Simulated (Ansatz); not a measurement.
A nudged elastic band was laid between two geometries of BrH + F2H2Si (7 atoms, charge 0, multiplicity 1).

Theory: RHF/def2-SVP (Ansatz 0.2.0).

```yaml
movable_images: 7
climbing_image: yes
spring: 5.0 eV/Å²
optimiser: quadratic models (default)
start_path: through a guess of the saddle point
force_threshold: 0.05 eV/Å
iteration_limit: 60
end_points: relaxed
```

Initial state:

```xyz
7
Properties=species:S:1:pos:R:3
Si 0.427 0.124 -0.129
H 0.913 0.567 1.176
F 1.676 -0.317 -1.020
H -0.351 1.116 -0.868
F -0.472 -1.187 0.077
Br -2.942 0.438 2.119
H -2.602 -0.846 1.652
```

Final state:

```xyz
7
Properties=species:S:1:pos:R:3
Si -0.736 -0.237 -0.671
H 0.522 0.459 2.871
F 0.329 -0.881 0.320
H -0.563 1.205 -0.714
F -0.464 -0.860 -2.107
Br -2.749 -0.803 -0.019
H 0.310 1.011 3.328
```

Question: Which bonds break or form, and what moves?

Answer: Bonds broken: Si1–H2, Br6–H7. Bonds formed: Si1–Br6, H2–H7. BrH + F2H2Si becomes BrF2HSi + H2.

Question: Give the energies along the band, and the barrier.

Answer: The forces met the threshold. The highest image is number 3 of 0 to 8, 2.42 eV above the first end and 2.84 eV above the last; the last end lies 0.42 eV below the first. Neighbouring images differ by up to 2.1 eV, so the band resolves the path poorly. A vibrational analysis at the climbing image gives one clearly imaginary mode, 975i cm⁻¹: a first-order saddle point. The orbitals stay closed-shell, which can raise the energy where a bond breaks towards radicals; this wasn't checked here.

```json
{"image": "0", "path coordinate (Å)": "0.00", "energy (eV)": "0.00", "Si1–H2 (Å)": "1.46", "Br6–H7 (Å)": "1.41", "Si1–Br6 (Å)": "4.06"}
{"image": "1", "path coordinate (Å)": "1.17", "energy (eV)": "0.06", "Si1–H2 (Å)": "1.46", "Br6–H7 (Å)": "1.41", "Si1–Br6 (Å)": "3.89"}
{"image": "2", "path coordinate (Å)": "2.33", "energy (eV)": "0.31", "Si1–H2 (Å)": "1.47", "Br6–H7 (Å)": "1.41", "Si1–Br6 (Å)": "3.46"}
{"image": "3", "path coordinate (Å)": "3.50", "energy (eV)": "2.42", "Si1–H2 (Å)": "1.66", "Br6–H7 (Å)": "1.86", "Si1–Br6 (Å)": "2.70"}
{"image": "4", "path coordinate (Å)": "4.77", "energy (eV)": "0.58", "Si1–H2 (Å)": "2.52", "Br6–H7 (Å)": "2.40", "Si1–Br6 (Å)": "2.25"}
{"image": "5", "path coordinate (Å)": "6.03", "energy (eV)": "-0.36", "Si1–H2 (Å)": "3.39", "Br6–H7 (Å)": "3.19", "Si1–Br6 (Å)": "2.19"}
{"image": "6", "path coordinate (Å)": "7.30", "energy (eV)": "-0.42", "Si1–H2 (Å)": "3.97", "Br6–H7 (Å)": "4.53", "Si1–Br6 (Å)": "2.19"}
{"image": "7", "path coordinate (Å)": "8.57", "energy (eV)": "-0.42", "Si1–H2 (Å)": "4.06", "Br6–H7 (Å)": "4.81", "Si1–Br6 (Å)": "2.19"}
{"image": "8", "path coordinate (Å)": "9.83", "energy (eV)": "-0.42", "Si1–H2 (Å)": "3.82", "Br6–H7 (Å)": "4.88", "Si1–Br6 (Å)": "2.19"}
```

Question: What is the geometry of the highest image?

Answer: 
```xyz
7
Properties=species:S:1:pos:R:3
Si -0.245 -0.034 -0.057
H 0.175 0.029 1.550
F 1.339 -0.050 -0.300
H -0.709 1.130 -0.768
F -0.665 -1.508 -0.426
Br -2.539 0.233 1.343
H -0.707 0.094 1.666
```

Time of the run: 4.8 min on 1 thread of Intel(R) Xeon(R) Platinum 8488C (Sapphire Rapids), with other jobs on the host, peak memory 0.22 GiB.
